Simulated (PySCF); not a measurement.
Ag²⁺ (silver, charge +2): UHF calculation

Configuration: [Kr] 4d8 5s1, 5s spin antiparallel (an excited configuration). Computed with PySCF 2.14 in aug-cc-pVTZ-PP with one added diffuse shell each of s, p, d, f, g type with ECP28MDF (7s7p6d4f3g, 113 functions), with scalar relativity through the core potential.

* Total energy: -144.809065 hartree
* One-electron energy: -242.9723 hartree
* Hartree (Coulomb) energy: 110.6998 hartree
* Exchange energy: -12.5365 hartree
* ⟨S²⟩: 1.7553
* ⟨L²⟩: 12.049
* Sum of ⟨r⟩: 20.64 bohr
* Sum of ⟨r²⟩: 31.05 bohr²

| shell | electrons | mean orbital energy (hartree) | spread (hartree) | rms radius, mean of both spins (bohr) |
| --- | --- | --- | --- | --- |
| 4s α | 1 | -5.46620 | 0 | 0.975 |
| 4s β | 1 | -5.31137 | 0 | 0.975 |
| 4p α | 3 | -3.90774 | 0 | 1.07 |
| 4p β | 3 | -3.70848 | 0 | 1.07 |
| 4d α | 5 | -1.53647 | 0.05096 | 1.36 |
| 4d β | 3 | -1.47130 | 0 | 1.36 |
| 5s β | 1 | -0.92335 | 0 | 2.72 |

Energies and moments cover only the electrons outside the core potential. With the s spin flipped the determinant is a mixture of two multiplicities, not a spectroscopic state.
